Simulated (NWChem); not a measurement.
## C₃H₈Si in NWChem

SMILES: C/C=C\[SiH3]
```xyz
12

C      1.5449    -1.2482     0.0000
C      1.3984     0.2367     0.0000
C      0.2470     0.9265     0.0000
Si    -1.4774     0.1899     0.0000
H      2.1139    -1.5853     0.8828
H      2.1139    -1.5853    -0.8828
H      0.5767    -1.7714     0.0000
H      2.3438     0.7977     0.0000
H      0.3207     2.0212     0.0000
H     -1.7248    -0.6625     1.2061
H     -2.4781     1.2994     0.0000
H     -1.7248    -0.6625    -1.2061
```
Charge 0, spin multiplicity 1.

Program: NWChem. The geometry was optimised at PBE0/def2-SVP, a minimum by its harmonic frequencies.

Symmetry labels belong to the abelian group Cs used in the runs, with the axes of the coordinates shown.

The Pople sets run with spherical d functions. The structure started from a generated list of species.

Question: List the lowest 4 singlet excitations that TD-PBE/6-31+G* (spherical d) gives, with oscillator strengths.

Answer: 
```tsv
state	symmetry	energy (eV)	wavelength (nm)	f
1	a"	5.95	208	0.001
2	a'	6.32	196	0.291
3	a"	6.40	194	0.013
4	a"	6.47	192	0.010
```
